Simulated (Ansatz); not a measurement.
The first iterations of a band of H₂InO (4 atoms, charge 0, multiplicity 2).

All numbers below come from UKS PBE0/def2-SVP (Ansatz 0.2.0).

```yaml
movable_images: 7
climbing_image: yes
spring: 5.0 eV/Å²
optimiser: quadratic models (default)
start_path: through a guess of the saddle point
force_threshold: 0.03 eV/Å
iteration_limit: 60
end_points: relaxed
```

First end point:

```xyz
4
Properties=species:S:1:pos:R:3
O -1.793 -0.411 -0.162
In 0.178 0.021 0.009
H 1.070 -1.202 0.815
H 0.600 1.532 -0.683
```

Last end point:

```xyz
4
Properties=species:S:1:pos:R:3
O -0.867 0.482 -0.436
In 0.927 -0.149 0.244
H 0.845 -1.735 1.045
H -0.850 1.341 -0.873
```

| iteration | highest image above the first end (eV) | largest band force component (eV/Å) |
| --- | --- | --- |
| 1 | 3.971 | 11.365 |
| 2 | 1.332 | 4.340 |

Task: Does the band converge within its limit, and where does its top end?

Result: It converged. It ended after 7 iterations with the highest image 0.865 eV above the first end. Neighbouring images differ by up to 1.3 eV, so the band resolves the path poorly. A vibrational analysis at the climbing image gives one clearly imaginary mode, 1252i cm⁻¹: a first-order saddle point.

Run time: 3.1 min on 1 thread of Intel(R) Xeon(R) Platinum 8259CL CPU @ 2.50GHz (Skylake/Cascade Lake), with other jobs on the host, peak memory 0.15 GiB.
